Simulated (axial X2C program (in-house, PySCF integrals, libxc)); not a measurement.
# What spin–orbit coupling does to BeTi

Computed with an in-house all-electron X2C program for linear molecules (integrals from PySCF). Spin-free means the one-electron spin-free X2C Hamiltonian; two-component (2c) means X2C with spin–orbit coupling and atomic mean-field two-electron Coulomb and Gaunt terms, so the difference of the two also holds small scalar two-electron terms. Basis: Ti dyall-cv3z [10s10p6d4f2g], Be dyall-cv3z [8s8p3d1f] (cores contracted in-house); Gaussian nuclei, density fitting, unrestricted open shells. Masses: Ti 47.948 u, Be 9.012 u.

Spin-free state: M_S = 2, Λ = 2 (beyond evenly filled blocks: σα, π+α, π-α, δ+α); fragments Ti + Be.

| level | Re (Å) | ωe (cm⁻¹) | μ (D) |
| --- | --- | --- | --- |
| PBE0 | 2.462 | 353.9 | -1.64 |
| PW91 | 2.420 | 387.3 | -1.57 |

Dipoles are positive if Be is the positive end.

Two-component determinant lowest at the distance of the search:

Ω = 4 (⟨Sz⟩ = 2.00, ⟨Lz⟩ = 2.00 at PBE0); fragments Ti + Be.

| level | Re (Å) | ωe (cm⁻¹) | μ (D) |
| --- | --- | --- | --- |
| PBE0 | 2.463 | 353.2 | -1.64 |
| PW91 | 2.421 | 386.9 | -1.57 |

Question: From the two tables, how do the constants change at the PBE0 level (2c against spin-free)?

Answer: At the PBE0 level Re increases by 0.001 Å and ωe falls by 0.7 cm⁻¹.

The state is one determinant whose occupation by symmetry is held fixed; it was picked as the lowest of a PBE0 search that is not exhaustive. De is not given where an atomic determinant may have missed its ground term or J level, or where the truncated virtual space spoils (T). Density functionals use the spin component along the axis (collinear). Other states lie close and PBE0, whose exact exchange favours high spin, may order them wrongly; the determinant shown need not be the ground state. The nearest other spin-free determinant of the search, M_S = 2, Λ = 3, lies 0.09 eV up at the distance of the search. The functionals have no current-density term, which raises determinants with orbital currents, atoms included. The spin of this state cannot come from the lowest atoms; the curve heads to a higher limit, and no De is given. With several unpaired electrons one determinant need not be a pure state. A state of lower Ω lies just above, and one determinant can place such states too high, so the state shown need not be the lowest. The search has Ω = 1 only 0.06 eV up. Open-shell Ω = 0 determinants with evenly filled partner blocks cannot be reached by this program, so the Ω shown need not be the lowest component. At some level and bond length an empty orbital lies below a filled one.
